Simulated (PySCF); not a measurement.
**Al(OH)₂ + 2 HBr → AlBr₂ + 2 H₂O**

Level: PBE0 in the def2-TZVP basis family, all electrons, no relativity, computed in PySCF with density fitting; open shells unrestricted.

```csv
species,state and structure,E (Eh),ZPE (kJ/mol),H(298 K) − H(0) (kJ/mol),S° (J/(mol K))
Al(OH)₂,"doublet, Cs, Al–O 1.696 Å, Al–O 1.703 Å, O–H 0.957 Å (×2); Al–O–H 122.6°, Al–O–H 123.0°, O–Al–O 119.1°",-393.95206,69.4,14.6,286.5
HBr,"singlet, C∞v, H–Br 1.421 Å",-2574.45811,16.0,8.7,198.5
AlBr₂,"doublet, C2v, Al–Br 2.267 Å (×2); Br–Al–Br 119.7°",-5390.14028,5.4,13.5,313.0
H₂O,"singlet, C2v, O–H 0.960 Å (×2); H–O–H 105.1°",-76.37736,56.5,9.9,188.7
```

(1) What is the electronic reaction energy?

(2) Add zero-point, thermal and entropy terms for 298.15 K and 1 bar.

## Answers

(1) At PBE0/def2-TZVP, ΔE = -70.2 kJ/mol from the differences of the total energies times 2625.5, downhill. 

(2) ΔZPE = 17.0 and Δ[H(298) − H(0)] = 1.3 kJ/mol give ΔH° = -51.9 kJ/mol. ΔS° = 6.9 J/(mol K), so ΔG° = -51.9 − 298.15 × (0.0069) = -54 kJ/mol and log₁₀K = 9.5.

Only the bonding shown was studied: isomers, or loss of a ligand pair, can lie lower.
